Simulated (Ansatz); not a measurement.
`C[Si](C)(C)C#Cc1ccc(-c2ccc(-c3ccc(C#C[Si](C)(C)C)[se]3)[se]2)[se]1`, relaxed as a singlet with RKS PBE-D4/def2-SVP in Ansatz, starting from the GFN2-xTB geometry. Force threshold 0.03 eV/Å.

Single mean-field runs in def2-SVP are fitted with def2-universal-jkfit.

Start:

```xyz
51

C     0.9072   -9.3046    4.1434
Si   -0.8848   -8.6857    3.9416
C    -1.8037   -8.7306    5.6106
C    -1.8189   -9.7013    2.6262
C    -0.8084   -6.9336    3.3343
C    -0.7302   -5.8060    2.8938
C    -0.6276   -4.5196    2.3696
C    -1.0753   -3.3492    2.9314
C    -0.8381   -2.1937    2.1759
C    -0.1901   -2.3833    0.9775
C     0.1704   -1.3892    0.0267
C     0.8195   -1.5888   -1.1698
C     1.0634   -0.4442   -1.9354
C     0.6203    0.7408   -1.3901
C     0.7401    2.0440   -1.9552
C     1.3212    2.3713   -3.1619
C     1.3091    3.7315   -3.4897
C     0.7204    4.5598   -2.5633
C     0.5968    5.9432   -2.6764
C     0.5108    7.1452   -2.8160
Si    0.3966    8.9793   -3.0734
C     1.3682    9.8339   -1.6747
C     1.1534    9.3717   -4.7793
C    -1.4414    9.4779   -3.0032
Se    0.0849    3.5782   -1.0834
Se   -0.2056    0.4419    0.2745
Se    0.1987   -4.2092    0.7012
H     1.4417   -8.7187    4.8851
H     1.4560   -9.2284    3.2096
H     0.9381  -10.3431    4.4599
H    -1.8700   -9.7446    5.9956
H    -1.2950   -8.1278    6.3571
H    -2.8156   -8.3486    5.5135
H    -1.3297   -9.6319    1.6593
H    -2.8356   -9.3398    2.5049
H    -1.8727  -10.7525    2.8939
H    -1.5735   -3.3343    3.8861
H    -1.1391   -1.2064    2.4976
H     1.1170   -2.5786   -1.4862
H     1.5640   -0.4887   -2.8878
H     1.7577    1.6318   -3.8114
H     1.7293    4.1191   -4.4028
H     2.3905    9.4715   -1.6269
H     1.4055   10.9104   -1.8137
H     0.9074    9.6417   -0.7104
H     0.6177    8.8596   -5.5732
H     2.1916    9.0570   -4.8302
H     1.1218   10.4359   -4.9952
H    -1.5763   10.5341   -3.2182
H    -2.0296    8.9165   -3.7227
H    -1.8578    9.2862   -2.0188
```

Estimate the energy that the relaxation releases and the steps that it takes.

43.2 kJ/mol, in 14 steps; 2.1 min on 2 threads of AMD EPYC 7R13 on a shared host and a share (18 GiB) of an NVIDIA H100 80GB HBM3. No frequencies were taken in this run, so the end may be a saddle point.

Does the start keep its bonding and symmetry?

By distances, no bond broke or formed. The bond that changes most is C5–C6, from 1.21 to 1.24 Å (atoms count from 1).

Predict the relaxed structure.


Cartesian coordinates in Å:
```
C 0.807 -9.348 4.301
Si -0.939 -8.671 4.039
C -1.866 -8.580 5.684
C -1.882 -9.747 2.803
C -0.810 -6.961 3.351
C -0.724 -5.812 2.892
C -0.613 -4.525 2.347
C -1.051 -3.305 2.867
C -0.787 -2.169 2.068
C -0.125 -2.404 0.861
C 0.271 -1.458 -0.144
C 0.935 -1.680 -1.351
C 1.192 -0.538 -2.143
C 0.751 0.679 -1.620
C 0.877 1.988 -2.205
C 1.465 2.318 -3.431
C 1.458 3.690 -3.772
C 0.865 4.547 -2.842
C 0.707 5.939 -2.893
C 0.558 7.169 -2.920
Si 0.336 9.004 -2.962
C 1.279 9.760 -1.507
C 1.020 9.646 -4.604
C -1.510 9.390 -2.815
Se 0.236 3.550 -1.352
Se -0.088 0.395 0.055
Se 0.224 -4.256 0.662
H 1.377 -8.715 5.011
H 1.368 -9.378 3.345
H 0.768 -10.379 4.710
H -1.963 -9.592 6.131
H -1.330 -7.934 6.408
H -2.885 -8.166 5.544
H -1.358 -9.783 1.827
H -2.903 -9.350 2.628
H -1.975 -10.786 3.183
H -1.565 -3.254 3.837
H -1.085 -1.154 2.374
H 1.237 -2.691 -1.663
H 1.709 -0.599 -3.111
H 1.903 1.553 -4.086
H 1.887 4.080 -4.706
H 2.360 9.524 -1.571
H 1.165 10.864 -1.501
H 0.899 9.370 -0.541
H 0.484 9.194 -5.462
H 2.098 9.406 -4.706
H 0.905 10.749 -4.667
H -1.681 10.487 -2.836
H -2.078 8.936 -3.652
H -1.925 8.995 -1.866
```
Bond lengths: 15 × C–C 1.24 to 1.44 Å; 8 × C–Si 1.85 to 1.89 Å; 6 × C–Se 1.89 to 1.90 Å; 24 × C–H 1.10 to 1.11 Å.
